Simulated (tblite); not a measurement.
C9H11, doublet, at a GFN2-xTB geometry; GFN1-xTB run with tblite.

The tblite input:
```
$ tblite run mol.xyz --method gfn1 --charge 0 --spin 1 --etemp 2000 --json tblite.json --no-restart

# file mol.xyz
20

C      2.70229139    -1.12308336     0.07838881
C      1.31544169    -0.55550808     0.04098586
C      0.19817728    -1.34192092     0.03647572
C     -1.09811859    -0.90797608     0.00112288
C     -2.26493714    -1.84888095    -0.01314888
C     -1.27836324     0.47580586    -0.03572301
C     -0.19225501     1.34086178    -0.03462973
C     -0.42276435     2.82485836    -0.06495305
C      1.09348933     0.82413263     0.00399730
H      2.89148621    -1.71105577    -0.81904647
H      2.81762534    -1.78141539     0.93803085
H      3.44411780    -0.33071180     0.13968806
H     -3.19335389    -1.31792891     0.18247984
H     -2.34123449    -2.33334072    -0.98662019
H     -2.13498325    -2.62635073     0.73707748
H     -2.28376020     0.87430878    -0.06398168
H     -0.90159106     3.15082072     0.85821617
H     -1.07716005     3.09260025    -0.89308644
H      0.51548738     3.36268194    -0.17438112
H      1.94559785     1.49065645     0.00652816
```

Problem. Write the output that tblite gives for this input, abridged.

Solution. 
```
xTB calculator
 | screened Coulomb repulsion
 | Coulomb electrostatics
 |  * isotropic Klopman-Ohno-Mataga-Nishimoto electrostatics
 |  * onsite third-order electrostatics
 | DFT-D3(BJ) dispersion correction

halogen bonding energy    0.0000000000000E+00 Eh
repulsion energy          4.3189043169528E-01 Eh
dispersion energy        -9.0769707968788E-03 Eh
number of electrons       4.7000000000000E+01 e
integral cutoff           1.9731147476801E+01 bohr

------------------------------------------------------------
  cycle        total energy    energy error   density error
------------------------------------------------------------
      1     -24.86610295110  -2.5288916E+01   6.4592735E-01
      2     -24.86977178465  -3.6688336E-03   3.8755619E-01
      3     -24.86838658800   1.3851967E-03   1.7221100E-02
      4     -24.87000297685  -1.6163889E-03   3.1790444E-03
      5     -24.87006897947  -6.6002621E-05   3.6180428E-04
      6     -24.87006916098  -1.8150639E-07   6.7775388E-05
      7     -24.87006916616  -5.1823115E-09   1.3302647E-05
------------------------------------------------------------

electronic energy        -2.5292882627059E+01 Eh
total energy             -2.4870069166161E+01 Eh

Post processing:
 | Mayer-Wiberg bond orders

[Info] JSON dump of results written to 'tblite.json'
```
